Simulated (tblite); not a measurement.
Parent: `[CH:1]#[C:2][CH2:3][C:4](=[CH2:5])[CH:6]=[C:7]([F:8])[F:9]` with C2–C3–C4–C5 0°, C3–C4–C6–C7 0°, C7H6F2.

Computed geometry: GFN2-xTB, gas phase. One conformer each, not checked by frequencies here.

```tsv
coordinate of the parent	value
C1≡C2	1.197 Å
C2–C3	1.449 Å
C3–C4	1.509 Å
C4=C5	1.332 Å
C4–C6	1.454 Å
C6=C7	1.325 Å
C7–F8	1.329 Å
C7–F9	1.332 Å
C1–C2–C3	179.3°
C2–C3–C4	113.8°
C3–C4–C5	122.8°
C3–C4–C6	117.7°
C5–C4–C6	119.5°
C4–C6–C7	128.1°
C6–C7–F8	128.0°
C6–C7–F9	123.2°
F8–C7–F9	108.8°
```

**Question.** In one relative the bonds that all share with the parent change as follows (parent's numbers): C1–C2 -0.001, C2–C3 +0.004, C3–C4 +0.006, C4–C6 0.000, C6–C7 0.000, C7–F8 0.000 Å. Which is it?
A. `[CH:1]#[C:2][CH2:3][C:4](=[CH2:5])[CH2:6][CH:7]=[C:8]([F:9])[F:10]` with C2–C3–C4–C5 -112°, C3–C4–C6–C7 76°, C4–C6–C7–C8 -114°
B. `[CH:1]#[C:2][CH2:3][C:4](=[CH2:5])/[CH:6]=[C:7](/[F:8])[SiH2:9][F:10]` with C2–C3–C4–C5 116°, C3–C4–C6–C7 -141°, C6–C7–Si9–F10 29°
C. `[CH:1]#[C:2][C@H:3]([CH3:4])[C:5](=[CH2:6])[CH:7]=[C:8]([F:9])[F:10]` with C2–C3–C5–C6 22°, C3–C5–C7–C8 5°

**Answer.** C. The changes in all of them (Å):

```csv
SMILES,C1–C2,C2–C3,C3–C4,C4–C6,C6–C7,C7–F8
C#CCC(=C)/C=C(/F)[SiH2]F,0.000,+0.002,+0.003,+0.003,+0.008,+0.039
C#CCC(=C)CC=C(F)F,+0.255,+0.058,0.000,+0.045,-0.008,+0.001
C#C[C@H](C)C(=C)C=C(F)F,-0.001,+0.004,+0.006,0.000,0.000,0.000
```

Atoms are paired thus: C#CCC(=C)/C=C(/F)[SiH2]F: C1 = C1, C2 = C2, C3 = C3, C4 = C4, C5 = C5, C6 = C6, C7 = C7, F8 = F8; C#CCC(=C)CC=C(F)F: C1 = C2, C2 = C3, C3 = C4, C4 = C6, C6 = C7, C7 = C8, F8 = F9, F9 = F10; C#C[C@H](C)C(=C)C=C(F)F: C1 = C1, C2 = C2, C3 = C3, C4 = C5, C5 = C6, C6 = C7, C7 = C8, F8 = F10, F9 = F9.
